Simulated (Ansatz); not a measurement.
Reaction (isomerisation): `O=C[SiH]([SiH3])S` → `O[Si]1(S)C[SiH2]1`

Computed with Ansatz on PBE0-D4/def2-TZVP structures; ΔE is electronic, products minus reactants. CCSD(T)/CBS adds triple-zeta CCSD(T) − MP2 to the extrapolated MP2 energy (def2 sets, frozen cores). Functionals use def2-TZVPP. Each species was taken in one conformer, which may not be the lowest.

`O=C[SiH]([SiH3])S`:

```xyz
11

O     1.394    2.009    0.955
C     0.369    1.386    1.070
Si    0.235   -0.472    0.556
Si   -1.261   -0.677   -1.235
S     2.223   -1.020    0.038
H    -0.537    1.895    1.473
H    -0.288   -1.211    1.740
H    -1.300   -2.093   -1.685
H    -2.629   -0.264   -0.815
H    -0.808    0.187   -2.355
H     2.603    0.261    0.258
```

`O[Si]1(S)C[SiH2]1`:

Cartesian coordinates in Å:
```
O -1.426 -1.396 -0.742
Si -0.507 -0.430 0.216
S -1.335 -0.042 2.132
C 0.267 0.990 -0.703
Si 1.699 -0.113 -0.030
H -1.652 -2.259 -0.389
H -2.430 0.587 1.664
H 0.167 0.987 -1.789
H 0.169 1.992 -0.293
H 2.563 0.486 1.016
H 2.484 -0.801 -1.083
```

| level | ΔE (kJ/mol) |
| --- | --- |
| BLYP | -100.3 |
| CAM-B3LYP | -124.2 |

Task: What does CCSD(T)/CBS give? (An estimate is asked.)

Result: Computed: -135.3 kJ/mol. The listed levels differ from it by 35.0, 11.1 kJ/mol.

Largest T1 diagnostic among the species: 0.015.

From BLYP to BHLYP (50 % exact exchange), in def2-TZVPP and without D4, ΔE moves by −25.3 kJ/mol. Leaving LDA and LC-ωPBE aside and taking each functional with its dispersion term where it has one, the values, not all of them listed here, spread over 44.8 kJ/mol, from r2SCAN0-D4 to BLYP-D4. LDA lies −30.1 kJ/mol from PBE without D4.

CCSD(T)/CBS has its own doubt, a few kJ/mol and more with outer-core shells, so smaller differences from it don't rank the levels.
